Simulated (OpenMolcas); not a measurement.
Computed levels of 4d4 in ions with 40 electrons, in cm-1 above 5D0.

```yaml
Program: OpenMolcas
Method: SS-RASPT2, IPEA 0.25 Eh, imaginary shift 0.1 Eh
Basis: ANO-RCC-VQZP
Scalar_Hamiltonian: DKH2, point nucleus
Spin-orbit_coupling: RASSI with atomic mean-field integrals over the reference wave functions, term energies averaged over their components
```

Active space for each ion: 10 electrons in 8 orbitals (RAS1 4p, at most 2 holes; RAS2 4d); closed shells correlated by CASPT2: 4s.

```
 Level   Mo2+   Tc3+   Ru4+   Pd6+   Ag7+
   5D1    250    354    495    911   1225
   5D2    692    966   1322   2310   3010
   5D3   1266   1748   2350   3950   5020
   5D4   1933   2640   3510   5720   7140
3P0(1)  12080  14840  17000  20650  22190
   3H4  13160  15660  17870  22000  24180
3P1(1)  13390  16690  19500  24750  27280
   3H5  13730  16490  19050  24120  26980
   3H6  14240  17200  19990  25630  28820
```

Question: Estimate 5D4, 3P0(1), 3H4 for Rh5+ from its neighbours Ru4+ and Pd6+.

Answer: 5D4 is fine structure, which grows about as the fourth power of a screened charge, so the fourth roots are averaged: ((3510^0.25 + 5720^0.25) / 2)^4 = 4514. The calculation gives 4520, so the estimate is off by -0.1 %.
3P0(1) is another term, which grows about linearly with the charge: (17000 + 20650) / 2 = 18825. The calculation gives 18860, so the estimate is off by -0.2 %.
3H4 is another term, which grows about linearly with the charge: (17870 + 22000) / 2 = 19935. The calculation gives 19900, so the estimate is off by +0.2 %.

Mixed levels, with the weight of the term that names them: Pd6+ 3H4 (74 %), Ag7+ 3H4 (70 %).

CASPT2 does not keep the components of a term degenerate, so their means are used; among the terms shown or strongly mixed into the levels shown the widest spread is 140 cm-1 (4d4 3H, Rh5+). Active for correlation alone: 4p; no level in the range computed is led by a configuration that opens it, so any true level of that kind is missing. Levels of configurations outside the active space are missing.

A number in round brackets counts repeated terms of one configuration in the order of the reference energies.
